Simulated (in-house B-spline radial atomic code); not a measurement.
Configurations of Hf⁶⁺, with energies counted from [Kr] 4d10 (4f5/2)6 (4f7/2)7 5s2 (5p1/2)2 (5p3/2)3. All numbers are computed (Dirac-Hartree-Fock, average of each configuration as written; Fermi nucleus of rms radius 5.347 fm) with an all-electron radial atomic-structure program (B-spline basis), not measured. Energies include first-order Breit, QED and recoil terms.

Occupations are held fixed; configurations that lie above the ionisation limit could autoionise.

```csv
configuration,E - E(ref) (eV),highest orbital,its <r> (bohr)
[Kr] 4d10 (4f5/2)5 (4f7/2)8 5s2 (5p1/2)1 (5p3/2)3 (5d3/2)1,50.088,5d3/2,1.573
[Kr] 4d10 (4f5/2)6 (4f7/2)7 5s2 (5p1/2)1 (5p3/2)3 (7g9/2)1,110.72,7g9/2,8.927
[Kr] 4d10 (4f5/2)6 (4f7/2)7 5s2 (5p3/2)4 (9d5/2)1,122.1,9d5/2,10.57
[Kr] (4d3/2)3 (4d5/2)6 (4f5/2)6 (4f7/2)7 5s2 (5p1/2)2 (5p3/2)3 (5d5/2)1,246.53,5d5/2,1.565
[Kr] (4d3/2)4 (4d5/2)5 (4f5/2)6 (4f7/2)7 5s2 (5p1/2)1 (5p3/2)4 6s1,256.37,6s1/2,2.287
```

Problem. Order these further configurations by energy, lowest first.
A. [Kr] 4d10 (4f5/2)6 (4f7/2)7 5s2 (5p1/2)1 (5p3/2)4
B. [Kr] 4d10 (4f5/2)5 (4f7/2)8 5s2 (5p1/2)2 (5p3/2)3
C. [Kr] 4d10 (4f5/2)5 (4f7/2)7 5s2 (5p1/2)2 (5p3/2)3 (6g7/2)1
D. [Kr] 4d10 (4f5/2)4 (4f7/2)8 5s2 (5p1/2)1 (5p3/2)4 (6d5/2)1
E. [Kr] 4d10 (4f5/2)6 (4f7/2)6 5s2 (5p1/2)2 (5p3/2)3 (8d3/2)1

Solution. B (1.7503 eV), A (9.1346 eV), D (82.172 eV), E (91.566 eV), C (93.049 eV).

Problem. How far above the reference does [Kr] 4d10 (4f5/2)4 (4f7/2)8 5s2 (5p1/2)1 (5p3/2)4 (7f7/2)1 lie?

Solution. 103.82 eV; its least bound orbital is 7f7/2 with <r> = 6.857 bohr.
